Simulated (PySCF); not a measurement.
Excitations are Tamm–Dancoff values on a coarser integration grid. The basis has no diffuse functions, so Rydberg states are missing or too high.

Species: Cl3Ga, SMILES `[Cl][Ga]([Cl])[Cl]` (charge 0, multiplicity 1).

Problem. What HOMO, T1 excitation (TDA) and S1 excitation (TDA) does PBE-D3(BJ)/def2-TZVP // PBE0-D4/def2-TZVP (PySCF) give?

Solution. 
The HOMO is -8.01 eV and the T1 excitation (TDA) comes out as 4.96 eV. The S1 excitation (TDA) comes out as 5.28 eV.
